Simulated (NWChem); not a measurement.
WH$_{3}$Cl$_{3}$; SMILES [Cl][WH3]([Cl])[Cl]

```xyz
7

W      0.0000     0.0000    -0.0186
Cl    -2.0983     0.7885    -0.4760
Cl     1.7320     1.4229    -0.4760
Cl     0.3663    -2.2114    -0.4760
H     -0.7557    -0.6204     1.3443
H     -0.1594     0.9647     1.3443
H      0.9151    -0.3443     1.3443
```
Atoms are numbered in this order, from 1.

All runs: NWChem. Geometry: optimised at PBE-D3(BJ)/def2-SVP. def2 effective core potentials on W; no spin-orbit coupling. Vertical excitations in the gas phase.

**Question.** What does the run give for PBE/def2-SVP, full TDDFT? Quantities: lowest excitation, singlet (eV); orbital gap (eV).

**Answer.** 
```yaml
lowest excitation, singlet (eV): 2.87
orbital gap (eV): 2.81
```
